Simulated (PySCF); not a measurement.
**Computed properties of C4H2BrCl, SMILES C#C/C(Br)=C\Cl**

C4H2BrCl, SMILES C#C/C(Br)=C\Cl. Geometry: ωB97X-D3(BJ)/def2-SVP. The structure was generated by enumeration; whether it is a known compound was not checked. The values are those of a single conformer. All values are computed for the isolated molecule unless a solvent is named; none is compared with measurement here.

**Structure.** The optimised structure has Cs symmetry. All 18 harmonic modes at ωB97X-D3(BJ)/def2-SVP (PySCF) are real, so it is a minimum. With heavy atoms numbered as in [CH:1]#[C:2]/[C:3]([Br:4])=[CH:5]\[Cl:6], the shortest bond between them is C1–C2 at 1.209 Å and the longest C3–Br4 at 1.890 Å.

**Vibrations.** The strongest infrared lines (harmonic, unscaled, degenerate partners summed) lie at 860 cm⁻¹ (99 km/mol, C 73 %, Cl 21 %), 3484 cm⁻¹ (79 km/mol, H 85 %, C 15 %), 1069 cm⁻¹ (35 km/mol, C 72 %, H 26 %). The softest mode is at 120 cm⁻¹ and the zero-point energy is 27.4 kcal/mol.

**Electronic structure.** HF/def2-TZVP (PySCF) places the frontier levels at -9.46 and 2.03 eV, a gap of 11.49 eV, and gives a dipole moment of 0.29 D and a mean polarisability of 77.3 bohr³. PBE/def2-TZVP (PySCF) at the same geometry gives -6.05 and -2.45 eV, so its gap is 7.89 eV narrower. An orbital gap is neither the optical nor the fundamental gap.

**Excitations.** TDA-M06-2X/def2-SVPD (PySCF) has S1 at 4.85 eV (256 nm, f = 0.000, dark); the most intense of the 10 singlets computed lies at 5.55 eV (f = 0.34). T1 (TDA) is at 3.44 eV, 1.41 eV under S1. TDA-PBE/def2-SVPD (PySCF) puts S1 at 4.24 eV. No vertical singlet excitation falls in the visible range (under 3.1 eV).

**NMR.** GIAO shifts at KT2/pcSseg-1 (PySCF) (non-relativistic, atoms alike by connectivity averaged): ¹³C from 78.1 to 131.8 ppm against TMS; ¹H from 4.2 to 6.6 ppm against TMS. Without spin–orbit terms, shifts of atoms bonded to Cl or Br come out too high.

**Solvation.** SMD-B3LYP/6-31G* (PySCF) gives -0.6 kcal/mol in water, -4.0 kcal/mol in 1-octanol, -4.6 kcal/mol in tetrahydrofuran (1 M in both phases, gas-phase geometry); of these solvents tetrahydrofuran holds the molecule best.
